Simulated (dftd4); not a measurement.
C2H5O (SMILES C[CH-]O), charge -1, singlet, at a GFN2-xTB geometry; D4 for revpbe (dftd4 4.2.0).

Input for dftd4:
```
$ dftd4 mol.xyz --func revpbe --charge -1 --json dftd4.json --noedisp

# file mol.xyz
8

C      1.11701280    -0.45538201     0.16584940
C      0.08054857     0.68537464     0.06351505
O     -1.26679294     0.00053142    -0.21741353
H     -1.54067912    -0.29799928     0.65522787
H      0.27418481     1.16455386    -0.94448532
H      2.12245125    -0.01877928     0.23543440
H      0.95379974    -1.03911597     1.08571755
H      1.13921864    -1.19286638    -0.66877288
```

What the program printed (banner, timings and long lists left out):

```
                    ____  _____ _____     ____  _  _
      -------------|  _ \|  ___|_   _|---|  _ \| || |------------
     |             | | | | |_    | | ___ | | | | || |_           |
     |             | |_| |  _|   | ||___|| |_| |__   _|          |
     |             |____/|_|     |_|     |____/   |_|            |
     |             ===================================           |
     |            E. Caldeweyher, S. Ehlert & S. Grimme          |
     |          Mulliken Center for Theoretical Chemistry        |
     |                    University of Bonn                     |
      -----------------------------------------------------------

Rational (Becke-Johnson) damping: revpbe-D4-ATM
---------------------
  s6         1.0000
  s8         1.7468
  s9         1.0000
  a1         0.5363
  a2         3.0726
 alp        16.0000
--------------------

Dispersion energy:      -1.6775841343329E-02 Eh

[Info] JSON dump of results written to 'dftd4.json'
```
